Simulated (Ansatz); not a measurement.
`[CH3][GeH]([F])[SeH]` + H–F → `[CH3][GeH]([F])[F]` + H₂Se at 298.15 K and 1 bar (ligand exchange at a Ge–Se bond).

Calculated with Ansatz (gas phase, PBE0-D4/def2-TZVP geometries, no zero-point term in ΔE). CBS: MP2 limit from def2 TZ/QZ plus the TZ coupled-cluster correction, frozen cores. This one scheme is used for every species. For Ge, Se outer-core shells are correlated without core-valence functions, which leaves a few kJ/mol of doubt a bond. Scalar relativity is left out up to krypton. Each species was taken in one conformer, which may not be the lowest.

```
               species  CCSD(T)/CBS energy (Eh)  H − E (kJ/mol)  S (J/(mol·K))
`[CH3][GeH]([F])[SeH]`              -4617.74462           166.5          361.4
                   H–F               -100.39570            33.5          173.6
  `[CH3][GeH]([F])[F]`              -2316.24489           147.5          324.9
                  H₂Se              -2401.89790            45.8          219.1
```

H − E and S are ideal-gas, rigid-rotor, harmonic terms from PBE0-D4/def2-TZVP, for one conformer and one mirror image of each species. 1 Eh = 2625.50 kJ/mol, R = 8.31446 J/(mol·K).

**Question.** By hand: ΔE, ΔH, ΔS and ΔG.

**Answer.** ΔE = (-2316.24489) + (-2401.89790) − (-4617.74462) − (-100.39570) = -0.00247 Eh = -6.5 kJ/mol. Δ(H − E) = 147.5 + 45.8 − 166.5 − 33.5 = -6.7, so ΔH = -13.2 kJ/mol. ΔS = 324.9 + 219.1 − 361.4 − 173.6 = 9.0 J/(mol·K). ΔG = -13.2 − 298.15 × (9.0)/1000 = -15.9 kJ/mol.

**Question.** By hand: the equilibrium constant, and the temperature at which ΔG would vanish if ΔH and ΔS stayed fixed.

**Answer.** log₁₀ K = −ΔG/(RT ln 10) = 2.8. ΔH and −TΔS have one sign here, so there is no such temperature.

The number of gas molecules stays the same, so ΔS is small and ΔH decides. A doubt of 5 kJ/mol in ΔE shifts log₁₀ K by 0.9 here. Other conformers and mirror images would add mixing entropy, several J/(mol·K) or more a flexible species. These are equilibria of isolated gas molecules and say nothing of rates. Largest T1 diagnostic: 0.012 (customary marks: 0.02 for closed shells, 0.045 for open ones).

ΔS is within the doubt of such terms, so its sign, and with it that verdict, could turn.
